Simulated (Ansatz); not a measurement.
System: sum formula CuOH (charge +1, doublet). The spin state was set by rule; other spins were not relaxed. 
Structure (B3LYP-D3(BJ)/def2-TZVP (Ansatz, a program for electronic structure) minimum search):
```
O
H 1 0.9797
Cu 1 1.8122 2 124.06
```
Charge +1, spin multiplicity 2.

Basis-set convergence of Hartree-Fock and MP2 correlation energies (hartree) with Ansatz. Valence correlation only, unless marked. Open shells are spin-unrestricted. No spin-orbit coupling. The frozen core is the preceding noble-gas configuration, with the filled d and f shells of earlier blocks. Non-relativistic.

```tsv
basis	functions	E(HF)	E(corr, MP2)
def2-SVPD	65	-1713.81352	-0.44837
def2-TZVPPD	124	___	___
```

Task: Complete the blanks.

Result: 
- def2-TZVPPD, E(HF): -1714.13012
- def2-TZVPPD, E(corr, MP2): -0.67391
